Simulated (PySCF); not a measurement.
A structure optimised at B3LYP-D3(BJ)/def2-TZVP, used in a PySCF frequency run:

```
Cd
O 1 1.9758
H 2 0.9635 1 112.38
Cl 1 2.2837 3 163.11 2 180.00
```

### Question
Write its SMILES, formula and point group.

### Answer
[OH][Cd][Cl], CdClHO, Cs

### Question
What are its rotational constants (standard atomic weights)?

### Answer
648.12, 2.1103, 2.1034 GHz
